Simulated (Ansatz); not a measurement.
Born–Oppenheimer molecular dynamics of Ge2H6 (8 atoms, charge 0, multiplicity 1). It starts from a relaxed structure.

Computed with RKS PBE/def2-SVP in Ansatz.

```
ensemble        : NVT, Nosé–Hoover chain
time step       : 1 fs
steps asked     : 166
set temperature : 300 K
thermostat      : time constant 3 fs, chain length 1
seed            : 730614
```

First frame:

```xyz
8
Properties=species:S:1:pos:R:3
Ge 0.000 0.000 -0.018
Ge 0.001 0.000 2.419
H -1.435 -0.236 2.961
H 0.923 -1.124 2.963
H 0.513 1.361 2.963
H 1.441 0.198 -0.560
H -0.892 1.148 -0.562
H -0.549 -1.347 -0.562
```

(1) How far do the bonds stretch over the last three quarters of this one trajectory? (Pairs bonded in most of those frames.)

Answers

(1) 
| bond | mean (Å) | spread (Å) | shortest | longest |
| --- | --- | --- | --- | --- |
| Ge1–Ge2 | 2.447 | 0.039 | 2.39 | 2.51 |
| Ge1–H6 | 1.562 | 0.049 | 1.49 | 1.68 |
| Ge1–H7 | 1.556 | 0.025 | 1.51 | 1.61 |
| Ge1–H8 | 1.563 | 0.062 | 1.47 | 1.69 |
| Ge2–H3 | 1.559 | 0.041 | 1.48 | 1.63 |
| Ge2–H4 | 1.555 | 0.029 | 1.49 | 1.61 |
| Ge2–H5 | 1.558 | 0.027 | 1.51 | 1.63 |

Mean temperature of the second half: 307 K. The conserved energy stayed within 1.3 meV per atom of its start (net change 0.44 meV per atom), so the integration is sound. A run of 0.17 ps of so small a system gives no equilibrium averages.

The run took 3.6 min on 2 threads of Arm Neoverse V1, on a shared host, peak memory 0.13 GiB.
